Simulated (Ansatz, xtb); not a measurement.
**Two structures of Br2F2Sn**

Structure I: `[F][Sn]([F])([Br])[Br]`, a singlet. Structure II: a triplet given by its coordinates. Both are isolated molecules in the gas phase, relaxed with PBE0-D4/def2-SVP.

I (Å):

```tsv
atom	x (Å)	y (Å)	z (Å)
Br	-2.0466	-0.8259	-0.9670
Br	0.5143	2.3178	-0.3431
F	0.0358	-0.4152	1.9036
F	1.4995	-1.0993	-0.6574
Sn	0.0469	-0.0509	0.0225
```

II (Å):

```xyz
5

Br   -2.3535    0.2034   -0.9269
Br    0.0407    1.8811   -0.7556
F     0.0792   -0.4973    1.9308
F     2.0910   -1.0040   -0.2927
Sn    0.1926   -0.6568    0.0029
```

Close contacts (Å): Br1–Br2 2.93, Br1–Sn5 2.84, Br2–Sn5 2.65, F3–Sn5 1.94, F4–Sn5 1.95.

**Question.** Which of the two would you expect CCSD(T)/def2-SVP + ΔMP2/def2-TZVPP electronic energies to favour?

**Answer.** Structure I; the calculation gives E(II) − E(I) = +2.975 eV.

How the difference moves with the method:

```csv
level,geometry,E(II) − E(I) (eV),departure from the last row (eV),"job, with rough time for the two"
PBE0-D4/def2-SVP,PBE0-D4/def2-SVP,+2.442,−0.533,"optimisation, 7.1 min"
HF/def2-SVP,PBE0-D4/def2-SVP,+2.753,−0.222,part of the CCSD(T) run
MP2/def2-SVP,PBE0-D4/def2-SVP,+3.082,+0.107,part of the CCSD(T) run
CCSD(T)/def2-SVP,PBE0-D4/def2-SVP,+2.907,−0.069,single point
CCSD(T)/def2-SVP + ΔMP2/def2-TZVPP,PBE0-D4/def2-SVP,+2.975,,"single point, 3.6 min"
```

The levels shown agree on the order. The largest departure from CCSD(T)/def2-SVP + ΔMP2/def2-TZVPP is that of PBE0-D4/def2-SVP, 0.533 eV. Levels run at GFN2-xTB geometries aren't shown. The last row adds to CCSD(T) the change of the MP2 difference between the two basis sets, here +0.069 eV.

With thermal terms from frequencies at re-optimised GFN2-xTB minima (ideal gas, soft modes damped towards free rotors, one conformer each, 298.15 K, 1 atm): the zero-point term adds −0.036 eV; ΔH is +2.966 and ΔG +2.864 eV.

Open shells are spin-unrestricted. The correlated steps freeze 24 core orbitals; the filled d shell of Br and Sn is correlated, in a basis made for valence electrons. Atoms past krypton carry core potentials in the def2 sets and no spin–orbit term is included. ΔG holds the spin degeneracy. Codes used: Ansatz 0.2.0, xtb 6.7.1; the last row on 2 threads of Intel(R) Xeon(R) Platinum 8259CL CPU @ 2.50GHz (Skylake/Cascade Lake) on a shared host.
